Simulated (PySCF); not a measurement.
# Dipole response of La(2+) (lanthanum, charge +2)

[Xe] 5d1, 2D determinant. Computed with PySCF 2.14 in def2-QZVPPD with the def2 core potential (46 electrons), with scalar relativity through the core potential. Coupled (time-dependent) response in atomic units; α is the mean over directions.

| method | mean α (bohr³) | α xx, yy, zz | C₆ (like pair) | S(−4) |
| --- | --- | --- | --- | --- |
| UHF | 18.26 | 21.40, 21.40, 11.98 | 124.6 | 185.8 |
| PBE | 19.21 | 22.67, 22.67, 12.29 | 129.4 | 234.7 |
| PBE0 | 18.67 | 21.95, 21.95, 12.12 | 126.4 | 209.3 |
| BLYP | 19.60 | 23.21, 23.21, 12.39 | 130.9 | 268.4 |

S(−4) is the Cauchy moment in α(ω) = α(0) + S(−4) ω² + …

Spin-orbit coupling is absent.

α(iu) at UHF:

```csv
u (hartree),α(iu) (bohr³)
0,18.26
0.0500,17.82
0.100,16.74
0.200,14.16
0.300,12.01
0.500,8.990
0.750,6.556
1.00,4.919
1.50,2.959
2.00,1.925
3.00,0.9736
5.00,0.3798
```

A single London oscillator, α(iu) = α/(1 + u²/ω²), gives C₆ = (3/4) ω α². Matching the computed C₆ needs ω = 4 × 124.6 / (3 × 18.26²) = 0.498 hartree.

For an ion, C₆ is the dispersion term alone; charge-induced terms of lower order in 1/R come first.

The components differ because the open shell of this determinant is not spherical; for a pure term their mean is the scalar polarisability.

Energies and moments cover only the electrons outside the core potential. Spin-orbit coupling, absent here, splits the open shell strongly.
